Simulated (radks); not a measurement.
The numbers below are computed, except where a source is named.
Ionisation of Ga3+, [Ar] 3d10, to Ga4+, [Ar] 3d9, under several functionals. Dirac Kohn-Sham, spin-unpolarised, spherical densities, finite nucleus; open shells fill j = l - 1/2 first; a radial shooting solver on a logarithmic mesh with Libxc functionals.

\begin{tabular}{lrrrrrr}
functional & E(Ga3+) (hartree) & Exc (hartree) & IE (eV) & -e(HOMO) (eV) & <r> HOMO (bohr) & IE error (eV) \\ \hline
revPBE & -1942.04579 & -74.97195 & 63.556 & 52.169 & 0.7890 & +0.315 \\
XLYP & -1942.54097 & -75.45606 & 63.696 & 52.333 & 0.7913 & +0.455 \\
OLYP & -1942.74291 & -75.74721 & 63.980 & 52.525 & 0.7855 & +0.739 \\
exchange-only PBE & -1940.49158 & -73.37219 & 62.379 & 51.054 & 0.7930 & -0.862 \\
B86b exchange with PBE correlation & -1942.24712 & -75.17208 & 63.709 & 52.327 & 0.7893 & +0.468 \\
SOGGA & -1940.18541 & -73.07729 & 63.507 & 52.129 & 0.7890 & +0.266 \\
exchange-only LDA & -1936.39740 & -69.21153 & 62.146 & 50.838 & 0.7924 & -1.095 \\
\end{tabular}

NIST Atomic Spectra Database: 63.24 eV (measured). Closest: SOGGA. The Delta-SCF values span 1.83 eV, the total energies 6.35 hartree. The highest occupied level is 3d5/2. Spin polarisation and multiplet splitting are left out, so open shells lie too high by an amount that depends on their filling.

Beside tabulated values, note that spin-unpolarised runs miss the spin-polarisation part of the exchange energy of open shells.
